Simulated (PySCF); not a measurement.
A run for PySCF: R-HF/STO-3G on H4Si2 (SMILES [SiH][SiH3]), a point of a bond scan (R = 1.676 Å).

```python
from pyscf import gto, scf, dft, mp
from pyscf.data.elements import chemcore

mol = gto.M(
    atom='''
    Si   -0.00338560    1.03723858    0.82594973
    H    -0.48791526    1.94393858   -0.49770305
    Si    0.02918721   -0.89103927   -0.59790228
    H     0.97945138   -0.66055376   -1.72119154
    H    -1.32621922   -1.10029411   -1.17841082
    H     0.42941234   -2.14745382    0.08430899
    ''',
    basis='sto-3g',
    charge=0, spin=0, verbose=3, max_memory=1800)
mf = scf.RHF(mol)
mf.conv_tol = 1e-8
mf.max_cycle = 100
mf.kernel()
if not mf.converged:
    mf = mf.newton().run(mf.mo_coeff, mf.mo_occ)
```

Program output:

```
converged SCF energy = -573.429394629047
```

The run converged.

Cost: very roughly 0.06 core-seconds.
